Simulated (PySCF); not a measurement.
**How methods differ on the ionisation energy of Sm⁴⁰⁺**

Sm⁴⁰⁺ [Ar] 3d4 (5D) → Sm⁴¹⁺ [Ar] 3d3 (4F), as a difference of total energies. Calculation: PySCF 2.14, in an uncontracted even-tempered set (16 s from 7.7 bohr⁻², ratio 2.5; 11 p from 10 bohr⁻², ratio 2.5; 7 d from 10 bohr⁻², ratio 2.5; 4 f from 37 bohr⁻², ratio 2.7; 3 g from 55 bohr⁻², ratio 2.7); no relativity, point nucleus. Correlated levels: outer shells: [Ne] frozen; virtual orbitals above 40 to 60 times the deepest correlated orbital energy dropped. The calculations carry no spin-orbit coupling.

| method | ionisation energy (eV) |
| --- | --- |
| UHF | 3015.8 |
| LDA | 3015.3 |
| PBE | 3014.4 |
| PBE0 | 3015.2 |
| r2SCAN | 3014.3 |
| MN15 | 3016.7 |
| PBEsol | 3014.5 |
| MP2 (outer shells) | 3016.0 |
| SCS-MP2 (outer shells) | 3015.5 |

Spin-orbit coupling is strong in these open shells (close to jj coupling). The scalar numbers leave it out and a first-order estimate fails, so it can dominate the gap to the real levels.

All relativistic terms are absent from these numbers, so their closeness to the reference says little about the methods.

For comparison: 3028 ± 4 eV (theoretical estimate listed by NIST; NIST Atomic Spectra Database, ionization energies).
